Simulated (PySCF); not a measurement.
Compound: C5H12ClNSi2.
SMILES with atom numbers: `[SiH3:1][NH:2][C@@H:3]1[CH:4]=[CH:5][CH2:6][CH2:7][Si@H:8]1[Cl:9]`

NICS = −σ at a ghost point: NICS(0) at the centroid of the ring atoms, NICS(1) 1 Å to either side along the normal of their mean plane, zz for the tensor component along that normal. Level: GIAO PBE0/pcSseg-1 (PySCF, non-relativistic, gas phase) on the GFN2-xTB geometry, one conformer.

Ring bond lengths (Å), with Mayer bond orders in brackets: C3–C4 1.503 (1.00), C4–C5 1.325 (1.94), C5–C6 1.500 (1.05), C6–C7 1.531 (1.04), C7–Si8 1.900 (0.91), Si8–C3 1.912 (0.83).

Q: What do the NICS probes read (ppm)?

A: 
| ring | type | NICS(0) | NICS(1), two faces | NICS(1)zz, two faces | rms pucker (Å) | centre to ring atoms, mean (Å) |
| --- | --- | --- | --- | --- | --- | --- |
| C3–C4–C5–C6–C7–Si8 | 6-membered ring with Si; formal bonds 1 double, 5 single | -0.4 | -1.6 / -2.2 | 1.8 / 2.5 | 0.21 | 1.57 |

Q: What can be read from them?

A: 
- C3–C4–C5–C6–C7–Si8: mean NICS(1)zz 2.2 ppm, near zero. C3, C6, C7, Si8 have four or more neighbours, and the NICS criterion for π rings isn't applied.

Q: List the ring angles and the Hirshfeld charges of the ring atoms.

A: 
- C3–C4–C5–C6–C7–Si8: C3 112.8° (-0.072 e), C4 128.1° (-0.062 e), C5 128.3° (-0.047 e), C6 114.5° (-0.069 e), C7 109.9° (-0.163 e), Si8 102.3° (+0.361 e); sum 695.8° against 720° for a flat convex ring.

Q: What are the shieldings of the ring atoms and their hydrogens in the same run (means over atoms taken as equivalent)?

A: 
```csv
atoms,environment,σ isotropic (ppm),"principal values of the symmetric part, first atom (ppm)"
C3,sp3 carbon bound to nitrogen,142.9,"123.6, 132.5, 172.6"
C4,alkene CH carbon,49.3,"-67.3, 63.3, 151.8"
C5,alkene CH carbon,50.6,"-57.7, 51.1, 158.5"
C6,allylic carbon,162.6,"151.6, 161.8, 174.3"
C7,sp3 carbon bound to silicon,175.1,"165.1, 175.2, 185.1"
Si8,chlorine-bound silicon,345.4,"314.6, 341.4, 380.1"
H on C3,methine hydrogen,29.15,"24.9, 29.8, 32.8"
H on C4,vinylic hydrogen,25.45,"22.4, 25.5, 28.5"
H on C5,vinylic hydrogen,25.70,"22.6, 26.6, 27.9"
H on C6,methylene hydrogen,29.17,"25.3, 27.8, 34.4"
H on C6,methylene hydrogen,29.28,"23.6, 27.7, 36.6"
H on C7,methylene hydrogen,31.08,"27.6, 28.2, 37.4"
H on C7,methylene hydrogen,30.74,"26.6, 27.8, 37.8"
H on Si8,Si–H hydrogen,26.62,"22.8, 25.4, 31.7"
```

The list is cut; further classes of hydrogen are left out.

Time: 2.9 min (with the writing of density and orbital grids); peak memory 1.1 GiB. Hardware: one thread of an Intel Xeon at 2.50 GHz, shared host with 64 logical CPUs at a one-minute load of 63. This is the whole shielding run at PBE0/pcSseg-1, SCF included.
